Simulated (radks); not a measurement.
Values are calculated unless marked as measured or tabulated.
Problem. Species: the iodine ion I3+. Configuration: [Kr] 4d10 5s2 5p2 (the NIST ground configuration). Level of theory: Dirac Kohn-Sham, BLYP, spin-unpolarised, spherical densities, finite nucleus; open shells fill j = l - 1/2 first; Fermi nuclear charge, rms radius 4.75 fm (a radial shooting solver on a logarithmic mesh with Libxc functionals). Some entries of the table are withheld. Estimate them.

| orbital | occ. | eigenvalue (eV) | <1/r> (bohr^-1) | <r^2> (bohr^2) |
|---|---|---|---|---|
| 1s1/2 | 2 | -32995.33 | 56.84 | 0.001005 |
| 2s1/2 | 2 | (1) | 13.26 | 0.01613 |
| 2p1/2 | 2 | (2) | 13.25 | 0.01193 |
| 2p3/2 | 4 | (3) | 12.22 | 0.01321 |
| 3s1/2 | 2 | -1059.311 | 4.729 | 0.1127 |
| 3p1/2 | 2 | -929.5046 | 4.640 | 0.1074 |
| 3p3/2 | 4 | -873.2710 | 4.386 | 0.1155 |
| 3d3/2 | 4 | -644.3622 | (4) | 0.09723 |
| 3d5/2 | 6 | -632.5346 | (5) | 0.09957 |
| 4s1/2 | 2 | -211.9468 | 1.903 | 0.6180 |
| 4p1/2 | 2 | -166.6214 | 1.793 | 0.6794 |
| 4p3/2 | 4 | -155.6224 | 1.710 | 0.7297 |
| 4d3/2 | 4 | -82.6947 | 1.460 | (6) |
| 4d5/2 | 6 | -80.9639 | 1.439 | (7) |
| 5s1/2 | 2 | -46.1152 | 0.7152 | 3.766 |
| 5p1/2 | 2 | -35.0024 | 0.6253 | (8) |
| 5p3/2 | 0 | -33.5582 | 0.6015 | (9) |

Solution. 
(1) 2s1/2 eigenvalue (eV): -5123.359
(2) 2p1/2 eigenvalue (eV): -4809.570
(3) 2p3/2 eigenvalue (eV): -4510.690
(4) 3d3/2 <1/r> (bohr^-1): 4.241
(5) 3d5/2 <1/r> (bohr^-1): 4.176
(6) 4d3/2 <r^2> (bohr^2): 0.9682
(7) 4d5/2 <r^2> (bohr^2): 0.9920
(8) 5p1/2 <r^2> (bohr^2): 4.845
(9) 5p3/2 <r^2> (bohr^2): 5.181
